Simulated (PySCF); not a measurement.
# Computed spin Hamiltonian

C3H5F2OS2Si (doublet state).
SMILES with atom numbers: `[F:1][C:2]([F:3])[O:4][C@H:5]1[CH2:6][S:7][SiH2:8][S:9]1` (hydrogens: H10 on C5; H11, H12 on C6; H13, H14 on Si8)

Geometry (GFN2-xTB, Å), atoms numbered from 1 in this order:
```
atom  x, y, z in Å
F1    -2.2089   -2.0415    0.4798
C2    -2.1424   -0.7399    0.8303
F3    -3.1976   -0.1070    0.2771
O4    -0.9860   -0.1504    0.7720
C5    -0.4678    0.3876   -0.4924
C6     0.4287    1.5564   -0.1567
S7     1.8910    1.0502    0.8155
Si8    2.0093   -0.9591    0.0932
S9     0.4162   -0.9126   -1.3678
H10   -1.3048    0.7071   -1.1200
H11   -0.1108    2.2830    0.4498
H12    0.7762    2.0293   -1.0752
H13    1.6739   -1.9112    1.1360
H14    3.2221   -1.1925   -0.6638
```

The hyperfine couplings belong to this conformer and change with its torsions.

Method used: PySCF 2.14.0, UKS B3LYP, pcH-1 on C F H O S Si, non-relativistic, mean-field spin-orbit, GIAO. One conformer (not necessarily the lowest) at the GFN2-xTB geometry, without solvent, vibrations or thermal averaging. A GFN2-xTB geometry isn't a minimum of the functional, and hyperfine couplings can be far from their values at a DFT geometry. The SCF solution wasn't tested for stability.

```json
{
 "g1, g2, g3": "2.00182, 2.00413, 2.00434",
 "g_iso": "2.00343",
 "Form of g": "close to axial: the two nearest values differ by 9 % of g3 − g1",
 "⟨S²⟩": "0.7522 (exact 0.7500)",
 "α and β electrons": "48, 47",
 "HOMO–LUMO gap, α and β orbitals": "5.40, 4.97 eV",
 "Total energy": "-1478.12251 Eh",
 "Basis functions": "305"
}
```

Isotropic coupling and dipolar principal values T1 to T3, in MHz; ρ(0) is the spin density at the nucleus:

```csv
atom,isotope,a_iso,of which spin–orbit,T1,T2,T3,Mulliken spin population,ρ(0) (bohr⁻³)
F1,19F,363.1,1.3,-232.5,-213.7,446.2,0.06,0.0860
C2,13C,624.4,0.0,-72.4,-71.7,144.2,0.80,0.5554
F3,19F,315.4,1.0,-196.2,-176.4,372.6,0.05,0.0747
O4,17O,-162.9,0.0,-11.4,4.8,6.6,0.00,0.2687
C5,13C,55.2,0.0,-8.4,-7.8,16.2,0.07,0.0491
C6,13C,-2.7,0.0,-0.6,-0.5,1.1,0.00,-0.0024
S7,33S,0.1,0.0,-0.2,0.0,0.2,0.00,0.0004
Si8,29Si,-0.3,0.0,-0.4,0.1,0.3,0.00,0.0003
S9,33S,0.5,0.0,-2.8,-1.9,4.7,0.02,0.0014
H10,1H,-4.9,0.0,-5.5,-0.3,5.8,0.00,-0.0011
H11,1H,0.4,0.0,-1.7,-1.3,3.0,0.00,0.0001
H12,1H,4.9,0.0,-1.1,-0.8,1.9,0.00,0.0011
H13,1H,0.4,0.0,-1.1,-1.0,2.1,0.00,0.0001
H14,1H,0.1,0.0,-0.5,-0.4,0.9,0.00,0.0000
```

The Mulliken spin populations are largest on C2 (+0.80), C5 (+0.07) and F1 (+0.06). No atom but C2 exceeds +0.15. The angles at C2 add up to 343.6°, so it is pyramidal.

Under fast tumbling the dipolar parts average out, and these isotropic splittings remain: 2 × 19F (F1/F3, I = 1/2, 3 lines) with 12.10 mT, 1 × 1H (H10, I = 1/2, 2 lines) with 0.18 mT and 1 × 1H (H12, I = 1/2, 2 lines) with 0.17 mT.

Means are taken over nuclei equivalent by connectivity, which assumes that they swap fast. The 19F value of +339.3 MHz is a mean of couplings from 315.4 to 363.1 MHz in this one geometry, not an average over conformers.

The 13C coupling of C2 (624.4 MHz) shows only in satellite lines or after enrichment, since that isotope makes up about 1.07 % of natural carbon.

The 17O coupling of O4 (-162.9 MHz) shows only in satellite lines or after enrichment, since that isotope makes up about 0.038 % of natural oxygen.
